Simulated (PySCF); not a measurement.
Two species compared at the same levels of theory.

First species: C8H10O2S.
InChI=1S/C8H10O2S/c9-11(10)5-4-8(6-11)7-2-1-3-7/h4-7H,1-3H2

Second species: C3H12N2Si3.
Cartesian coordinates in Å at the GFN2-xTB level; atoms count from 1:
```
atom  x, y, z in Å
N1     3.4175    0.3526   -0.8685
C2     2.5148   -0.0249   -0.0783
C3     1.0489   -0.0952   -0.3073
C4     0.4136   -1.2930    0.4029
Si5   -1.3764   -1.6658   -0.1115
N6    -2.3605   -0.2705    0.1967
Si7   -1.9934    1.4309    0.1878
Si8    0.3010    1.5685    0.3185
H9     3.0801    0.6214   -1.7937
H10    2.8483   -0.3128    0.9164
H11    0.8641   -0.1660   -1.3862
H12    0.4734   -1.1451    1.4834
H13    1.0091   -2.1853    0.1873
H14   -1.9219   -2.7600    0.6973
H15   -1.4017   -2.0205   -1.5404
H16   -3.3467   -0.4788    0.2197
H17   -2.5751    2.0399   -1.0231
H18   -2.7248    2.0078    1.3254
H19    0.8963    2.6306   -0.5060
H20    0.8284    1.7769    1.6765
```

Levels: PBE0/pcSseg-1 for HOMO energy, LUMO energy and HOMO–LUMO gap. Geometries: GFN2-xTB. All species are isolated and taken at one optimised geometry, non-relativistic unless stated; the electronic structure was computed with PySCF and density fitting.

Dipoles, sizes and rotational constants follow the conformer. The torsions of the flexible species, by atom-mapped SMILES:
- `[O:1]=[S:2]1(=[O:3])[CH:4]=[CH:5][C:6]([CH:7]2[CH2:8][CH2:9][CH2:10]2)=[CH:11]1`: C5–C6–C7–C8 -158°

The conformers of `[H]/N=C\[C@H]1C[SiH2]N[SiH2][SiH2]1` aren't listed.

| property | column X | column Y |
| --- | --- | --- |
| HOMO energy | -7.17 eV | -7.49 eV |
| LUMO energy | -0.78 eV | -2.21 eV |
| HOMO–LUMO gap | 6.39 eV | 5.28 eV |

Which column belongs to which species?

Column X is the second species and column Y the first. The first has 21 atoms and 90 electrons, the second 20 and 86.

How does each property change from the first species to the second?

HOMO energy +0.32 eV; LUMO energy +1.43 eV; HOMO–LUMO gap +1.11 eV.

